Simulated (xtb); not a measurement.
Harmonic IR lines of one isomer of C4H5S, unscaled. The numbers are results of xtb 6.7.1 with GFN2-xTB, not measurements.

| wavenumber (cm⁻¹) | relative intensity |
|---|---|
| 317 | 8.0 |
| 462 | 6.8 |
| 671 | 18 |
| 694 | 15 |
| 733 | 9.5 |
| 794 | 100 |
| 869 | 15 |
| 1056 | 5.4 |
| 1154 | 16 |
| 1525 | 6.7 |
| 2231 | 40 |
| 3122 | 45 |
| 3157 | 59 |

Question: Name which structure gives these lines.
A) `c1cc[sH+]c1` (not the most basic site)
B) `C1=CS[CH+]C1` (not the most basic site)
C) `C1=CSC[CH+]1`

Answer: A, `c1cc[sH+]c1` (not the most basic site)
